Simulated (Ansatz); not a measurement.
Program: Ansatz. Geometries: PBE0-D4/def2-TZVP. ΔE: electronic, gas phase. CCSD(T)/CBS is the MP2 limit (def2-TZVPP, def2-QZVPP) plus CCSD(T) − MP2 in def2-TZVPP, frozen cores. DFT in def2-TZVPP. def2 core potentials past Kr. For Ge, Sb outer-core shells are correlated without core-valence functions, which leaves a few kJ/mol of doubt a bond. Scalar relativity is left out up to krypton. Each species was taken in one conformer, which may not be the lowest.

`C[CH2][SbH2]` + `BO[CH2][GeH3]` → `[GeH3][SbH2]` + `BOCCC`  (redistribution)

Question: Is it downhill or uphill in electronic energy at CCSD(T)/CBS, and by how much? (An estimate is asked.)

Answer: The calculation gave: Downhill: ΔE = -18.0 kcal/mol.

Question: What do these levels give: ωB97X-V, ωB97M-V, PBE0, HF/def2-TZVPP, MP2/def2-TZVPP, MP2/def2-QZVPP? (Best estimate.)

Answer: The calculation gave: ωB97X-V -19.2, ωB97M-V -19.2, PBE0 -20.9, HF/def2-TZVPP -21.9, MP2/def2-TZVPP -17.3, MP2/def2-QZVPP -17.6 kcal/mol.

Largest T1 diagnostic among the species: 0.013.

The D4 term adds +0.8 kcal/mol with B3LYP and +0.4 kcal/mol with PBE0; it sums over pairs of atoms, weighted by their polarisabilities, and B3LYP, whose exchange is more repulsive, gets the larger term. From PBE to PBE0 (25 % exact exchange), in def2-TZVPP and without D4, ΔE moves by −1.1 kcal/mol.

B3LYP here is the variant with VWN-RPA as its local correlation; programs differ in this.
